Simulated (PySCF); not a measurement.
Fill in the blanks.

Compound: CH8OSi2.
Cartesian coordinates in Å at the GFN2-xTB level; atoms count from 1:
```xyz
12
CH8OSi2 angstrom
C      1.887   -0.516    0.327
Si     0.695    0.734   -0.454
O     -0.821    0.423    0.030
Si    -2.184   -0.148    0.684
H      1.640   -1.534    0.038
H      2.911   -0.326    0.017
H      1.857   -0.468    1.413
H      0.676    0.614   -1.913
H      0.974    2.101   -0.008
H     -1.844   -1.295    1.525
H     -2.747    0.949    1.470
H     -3.042   -0.534   -0.435
```

```json
{"property": "point group of the GFN2-xTB geometry", "level": "GFN2-xTB", "value": "?"}
{"property": "rotational constants A, B, C of the GFN2-xTB geometry", "level": "GFN2-xTB", "value": "?"}
{"property": "dipole moment", "level": "CAM-B3LYP/def2-SVPD", "value": "0.77 D"}
{"property": "HOMO energy", "level": "CAM-B3LYP/def2-SVPD", "value": "?"}
{"property": "LUMO energy", "level": "CAM-B3LYP/def2-SVPD", "value": "?"}
{"property": "lowest singlet excitation", "level": "TDDFT CAM-B3LYP/def2-SVPD", "value": "7.34 eV (169 nm, f = 0.010)"}
{"property": "strongest line among the 8 lowest singlet transitions", "level": "TDDFT CAM-B3LYP/def2-SVPD", "value": "S8 at 8.71 eV (142 nm, f = 0.179)"}
{"property": "lowest triplet excitation (Tamm–Dancoff)", "level": "TDA CAM-B3LYP/def2-SVPD", "value": "?"}
{"property": "static isotropic polarisability", "level": "CAM-B3LYP/def2-SVPD", "value": "?"}
{"property": "electronic spatial extent ⟨r²⟩ about the centre of nuclear charge", "level": "CAM-B3LYP/def2-SVPD", "value": "704 bohr²"}
```

The electronic properties come from PySCF, for the isolated species, density fitting.

(1) The rotational constants A, B, C of the GFN2-xTB geometry?

(2) What is the LUMO energy?

(3) The static isotropic polarisability?

(4) Give the HOMO energy.

(5) What is the lowest triplet excitation (Tamm–Dancoff)?

(6) The point group of the GFN2-xTB geometry?

Answers

(1) 10.571, 2.073, 1.828 GHz.

(2) 0.94 eV.

(3) 67.2 au.

(4) -9.73 eV.

(5) 7.00 eV.

(6) Cs.

The vertical singlet–triplet gap S1 − T1 is 0.34 eV (TDDFT singlet less Tamm–Dancoff triplet; S1: HOMO−1→LUMO, weight 0.82; T1: HOMO−1→LUMO, weight 0.74). The largest Löwdin shares of the HOMO are 0.30 on O3, 0.21 on C1, 0.14 on Si2 and 0.10 on Si4. The polarisability is 9.95 Å³ as a volume (1 au = 0.148185 Å³), or 1.34 au for each of the 50 electrons. The dipole matches unit charges of opposite sign 0.16 Å apart (1 e·Å = 4.8032 D). The rotational constants make it an asymmetric top with κ = (2B − A − C)/(A − C) = -0.94, nearer the prolate limit (−1).

For the TDDFT job (CAM-B3LYP/def2-SVPD), the run took 19 s on one thread of an Arm Neoverse V2, no GPU, shared host, and the process peaked at 0.69 GiB of memory.
